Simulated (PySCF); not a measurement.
CH9NSi2, SMILES C[Si@@H](N)[SiH3]. Atoms are numbered in the order given.

```xyz
13

C     -1.1720    -1.5770     0.5412
Si    -0.5566    -0.0298    -0.3490
N     -1.4214     1.3695     0.2771
Si     1.7959     0.1229    -0.1107
H     -2.2725    -1.6667     0.4392
H     -0.9254    -1.5380     1.6221
H     -0.7000    -2.4877     0.1199
H     -0.8812    -0.0927    -1.8204
H     -1.2730     1.5963     1.2660
H     -1.3432     2.2328    -0.2698
H      2.3331     1.3497    -0.8067
H      2.1534     0.2520     1.3519
H      2.5398    -1.0742    -0.6527
```
Charge 0, spin multiplicity 1.

Geometry optimised at PBE-D3(BJ)/def2-SVP. The structure was generated by enumeration; whether it is a known compound was not checked. Other conformers were not sampled.

All values below come from PBE-D3(BJ)/def2-SVP run with PySCF.

Frequencies are harmonic and unscaled.

Computed harmonic wavenumbers and intensities:
```
mode  ν (cm⁻¹)  IR (km/mol)  moving atoms (share of kinetic energy)
----  --------  -----------  --------------------------------------
1          100          1.2                                  H 88 %
2          119          4.1         H 39 %, Si 26 %, N 20 %, C 15 %
3          147         10.5                 H 71 %, Si 11 %, C 11 %
4          151          6.5                                  H 90 %
5          172          1.4           H 54 %, Si 28 %, N 9 %, C 9 %
6          247         16.8         H 51 %, N 23 %, Si 15 %, C 11 %
7          390          1.9                         Si 70 %, H 23 %
8          450         27.9                         H 83 %, Si 16 %
9          462         52.4                         H 83 %, Si 14 %
10         501        170.4                 H 65 %, N 22 %, Si 10 %
11         615          6.2                           H 88 %, C 9 %
12         671         35.6                 C 38 %, H 29 %, Si 26 %
13         713         14.3                           H 86 %, C 8 %
14         781         98.9          H 63 %, N 18 %, C 10 %, Si 9 %
15         799        247.9                 H 61 %, Si 19 %, N 13 %
16         846         66.1                 H 54 %, Si 24 %, N 14 %
17         862         10.8                         H 82 %, Si 11 %
18         889         11.1                           H 85 %, N 9 %
19         905         39.4                                  H 96 %
20         909         78.7                                  H 92 %
21        1211         18.5                          H 79 %, C 21 %
22        1378          4.7                                  H 96 %
23        1384          4.3                                  H 96 %
24        1503         28.7                           H 91 %, N 9 %
25        2124         81.0                                  H 99 %
26        2134         24.6                                  H 96 %
27        2142        115.8                                  H 96 %
28        2145        172.5                                  H 96 %
29        2974          2.9                                  H 97 %
30        3073          3.0                           H 91 %, C 9 %
31        3081          2.2                           H 91 %, C 9 %
32        3463         18.8                                  H 96 %
33        3554         16.0                           H 92 %, N 8 %
```
